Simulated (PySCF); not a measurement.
All values below come from PBE-D3(BJ)/def2-TZVP // r2SCAN-D4/def2-TZVP (PySCF 2.14.0). Gas-phase values, no solvent. One relaxed conformer stands for a flexible species; it need not be the lowest. Excitations are Tamm–Dancoff values on a coarser integration grid. The basis has no diffuse functions, so Rydberg states are missing or too high.

Reference species (SMILES): `[NH2][In]([NH2])[NH2]` (neutral, multiplicity 1).

The S1–T1 gap (TDA) is 0.53 eV and the HOMO is -5.43 eV. The HOMO–LUMO gap is 3.86 eV and the S1 excitation (TDA) is 4.15 eV.

Changed species: `[F][In]([F])[F]` (0 of 3 F replaced by NH2; the reference has 3 of 3 F replaced by NH2).

### Question
What does the change do to the S1–T1 gap (TDA), HOMO, HOMO–LUMO gap and S1 excitation (TDA)?

### Answer
the S1–T1 gap (TDA) falls by 0.02 eV, to 0.51 eV; the HOMO falls by 3.75 eV, to -9.18 eV; the HOMO–LUMO gap rises by 0.92 eV, to 4.78 eV; the S1 excitation (TDA) increases by 0.90 eV, to 5.05 eV.
